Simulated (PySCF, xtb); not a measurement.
H6N2O2Ti, SMILES [NH2][Ti]([NH2])([OH])[OH], multiplicity 1. One conformer was computed; it need not be the lowest.

Harmonic wavenumbers (cm⁻¹) from GFN2-xTB (xtb 6.7.1) at its own minimum, in rising order: 57, 106, 119, 146, 160, 178, 181, 196, 235, 279, 307, 377, 430, 489, 508, 518, 580, 602, 670, 1489, 1493, 3282, 3294, 3307, 3317, 3595, 3618.

### Question
What does B3LYP-D3(BJ)/def2-SVP run with PySCF 2.14.0 give at its own minimum? (Estimate from the structure and the level; the computed values follow.)

### Answer
154, 170, 182, 190, 199, 250, 267, 302, 362, 383, 410, 452, 503, 519, 533, 682, 727, 768, 792, 1483, 1486, 3528, 3530, 3627, 3630, 3879, 3882. Paired by order, the mean absolute difference is 125 cm⁻¹ and the zero-point energies are 42.2 and 47.0 kcal/mol.
